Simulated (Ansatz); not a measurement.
Z-matrix (Å, degrees):
```
Si
S 1 2.277
Ga 1 2.347 2 71.3
N 1 1.702 2 115.9 3 -123.2
H 1 1.484 2 99.6 3 121.0
H 2 1.344 1 93.9 3 81.4
H 3 1.568 1 117.4 2 -84.9
H 3 1.562 1 118.5 2 90.7
H 4 1.006 1 121.4 2 82.0
H 4 1.007 1 122.7 2 -75.7
```

Total charge 0; spin multiplicity 1.

List the CAM-B3LYP/def2-TZVPP orbital energies in eV (the Gaussian-basis code of Ansatz). (An estimate is asked.)

Computed: Occupied: -10139.22, -2419.84, -1801.52, -1250.90, -1108.19, -1108.11, -1108.09, -391.45, -217.89, -162.46, -162.35, -162.30, -151.18, -146.01, -104.64, -104.43, -104.38, -101.40, -101.32, -101.28, -25.78, -24.44, -24.36, -24.29, -24.20, -24.19, -22.17, -16.65, -15.83, -14.17, -13.34, -11.97, -11.26, -10.00, -9.77, -8.96, -7.91. Lowest empty: 0.30, 0.91, 1.33, 1.45, 1.93, 2.62, 2.90, 3.15.
